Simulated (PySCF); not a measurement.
**Structure elucidation problem**

Molecular formula: CH$_{3}$Cl$_{5}$Si$_{2}$. Simulated spectra:

$^{1}$H NMR (400 MHz, computed): δ 0.80 (s, 3H).

$^{13}$C{$^{1}$H} NMR (computed): δ 9.6.

PySCF 2.14 calculation with GFN2-xTB geometry and shieldings: GIAO PBE0/pcSseg-1; one computed conformer, rapidly exchanging positions averaged, gas phase, non-relativistic.

Referencing at the same level of theory: $^{1}$H and $^{13}$C vs TMS.

**Question.** What is the structure?

**Answer.** 
- The formula gives 0 degrees of unsaturation.
- Carbon types of the structure: 1 × CH3, which accounts for all hydrogens.
- δC 9.6: methyl carbon bonded to Si; an electropositive neighbour leaves it electron-rich and shielded.
- δH 0.80: hydrogen on a methyl carbon bonded to Si; an electropositive neighbour shields it, as in TMS itself.

Structure: SMILES C[Si](Cl)(Cl)[Si](Cl)(Cl)Cl.

The shifts were computed for this structure.

Shifts are as computed. Against solution values, carbons near 30 ppm lie about +3 ppm off and those near 130 ppm about +5 ppm. Of 1211 compounds with measured shifts, 218 miss one by over three times the rms of a fit or turn the order of signals round; such compounds aren't used in these exercises.
